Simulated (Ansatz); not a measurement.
C2H7NOSn can be A, `N=C(O)[CH2][SnH3]`, or B, `CO[C](=N)[SnH3]`.

Computed with Ansatz on PBE0-D4/def2-TZVP structures; ΔE is electronic, products minus reactants. CCSD(T)/CBS is the MP2 limit (def2-TZVPP, def2-QZVPP) plus CCSD(T) − MP2 in def2-TZVPP, frozen cores. DFT in def2-TZVPP. B3LYP here is the variant with VWN-RPA as its local correlation; programs differ in this. Elements past krypton have def2 core potentials. For Sn outer-core shells are correlated without core-valence functions, which leaves a few kJ/mol of doubt a bond. One conformer a species, not always the lowest.

Which is lower in electronic energy at CCSD(T)/CBS, and by how much? (Estimate.)

Computed: A, by 90.9 kJ/mol.

Give E(B) − E(A) in kJ/mol with CCSD(T)/def2-TZVPP, B2PLYP, r2SCAN-D4, ωB97M-V, B3LYP-D4, CCSD/def2-TZVPP, PBE0-D4. (Estimate.)

The calculation gave: CCSD(T)/def2-TZVPP 87.4, B2PLYP 84.2, r2SCAN-D4 88.6, ωB97M-V 89.0, B3LYP-D4 82.4, CCSD/def2-TZVPP 89.3, PBE0-D4 91.5. None reverses the order clearly.

Largest T1 diagnostic: 0.014.

From PBE to PBE0 (25 % exact exchange), in def2-TZVPP and without D4, E(B) − E(A) moves by +7.3 kJ/mol.
